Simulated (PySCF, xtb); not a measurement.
Al(Cl) cation (AlCl), SMILES [Al][Cl] (connectivity only; charge and spin as stated), charge +1, multiplicity 2.

Harmonic wavenumbers (cm⁻¹) from GFN2-xTB (xtb) at its own minimum, in rising order: 637.

What does B3LYP-D3(BJ)/def2-TZVPD run with PySCF give at its own minimum? (The exact figures need the calculation; the answer reports its results.)

574. Paired by order, the mean absolute difference is 63 cm⁻¹ and the zero-point energies are 0.9 and 0.8 kcal/mol.
